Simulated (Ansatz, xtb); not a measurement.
**CH4OSn+: which of two structures lies lower**

Structure a: a doublet given by its coordinates. Structure b: the doublet with the links of `[H]/[O+]=[Sn]/[CH3]`. Both are isolated ions in the gas phase, relaxed with r2SCAN-D4/def2-SVP.

a (Å):

```json
{"atom": "C", "x (Å)": "-0.3088", "y (Å)": "0.5680", "z (Å)": "1.6184"}
{"atom": "O", "x (Å)": "-1.0832", "y (Å)": "0.0979", "z (Å)": "-1.2948"}
{"atom": "Sn", "x (Å)": "-1.8647", "y (Å)": "-0.6085", "z (Å)": "0.7357"}
{"atom": "H", "x (Å)": "0.4395", "y (Å)": "1.1772", "z (Å)": "1.0893"}
{"atom": "H", "x (Å)": "-0.1898", "y (Å)": "0.6115", "z (Å)": "2.7116"}
{"atom": "H", "x (Å)": "-0.3324", "y (Å)": "0.6923", "z (Å)": "-1.4630"}
{"atom": "H", "x (Å)": "-1.4571", "y (Å)": "-0.1531", "z (Å)": "-2.1562"}
```

Close contacts (Å): C1–Sn3 2.14, O2–Sn3 2.29, C1–H4 1.10, C1–H5 1.10, O2–H6 0.97, O2–H7 0.97.

b (Å):

```xyz
7

C    -0.6180    2.3127    1.0951
O     1.1903   -0.1420    0.0211
Sn    1.4848    1.7265    0.4695
H    -0.9152    3.1136    0.4053
H    -0.5319    2.6353    2.1411
H    -1.1151    1.3444    0.9381
H     1.8292   -0.7998   -0.3013
```

Problem. Estimate which is lower in electronic energy at CCSD(T)/def2-SVP + ΔMP2/def2-TZVPP, and by roughly how much.

Solution. The CCSD(T)/def2-SVP + ΔMP2/def2-TZVPP calculation puts structure b lower, by 35.8 kJ/mol.

Level by level:

```tsv
level	geometry	E(b) − E(a) (kJ/mol)	departure from the last row (kJ/mol)	job, with rough time for the two
GFN2-xTB	GFN2-xTB	−72.3	−36.5	optimisation, 0.17 s
HF/STO-3G	GFN2-xTB	+30.4	+66.2	single point, 3.1 s
r2SCAN-D4/def2-SVP//GFN2-xTB	GFN2-xTB	−22.5	+13.4	single point, 6.5 s
r2SCAN-D4/def2-SVP	r2SCAN-D4/def2-SVP	−33.0	+2.8	optimisation, 4.7 min
HF/def2-SVP	r2SCAN-D4/def2-SVP	+18.5	+54.4	part of the CCSD(T) run
MP2/def2-SVP	r2SCAN-D4/def2-SVP	−23.5	+12.3	part of the CCSD(T) run
CCSD(T)/def2-SVP	r2SCAN-D4/def2-SVP	−19.3	+16.5	single point
CCSD(T)/def2-SVP + ΔMP2/def2-TZVPP	r2SCAN-D4/def2-SVP	−35.8		single point, 68 s
```

HF/STO-3G, HF/def2-SVP put the two in the other order. The largest departure from CCSD(T)/def2-SVP + ΔMP2/def2-TZVPP is that of HF/STO-3G, 66.2 kJ/mol. The last row adds to CCSD(T) the change of the MP2 difference between the two basis sets, here −16.5 kJ/mol, a large step that makes the value less sure.

With harmonic frequencies from r2SCAN-D4/def2-SVP (ideal gas, rigid rotor, one conformer each, 1000 K, 1 atm): the zero-point term adds +1.4 kJ/mol; ΔH is −38.0 and ΔG −32.3 kJ/mol.

Open shells are spin-unrestricted, with notable spin contamination under HF/STO-3G. The correlated steps freeze 6 core orbitals; the filled d shell of Sn is correlated, in a basis made for valence electrons. Atoms past krypton carry core potentials in the def2 sets, other sets are all-electron and non-relativistic, and no spin–orbit term is included. Programs: Ansatz 0.2.0, xtb 6.7.1; the last row on 1 thread of Arm Neoverse V2 on a shared host.
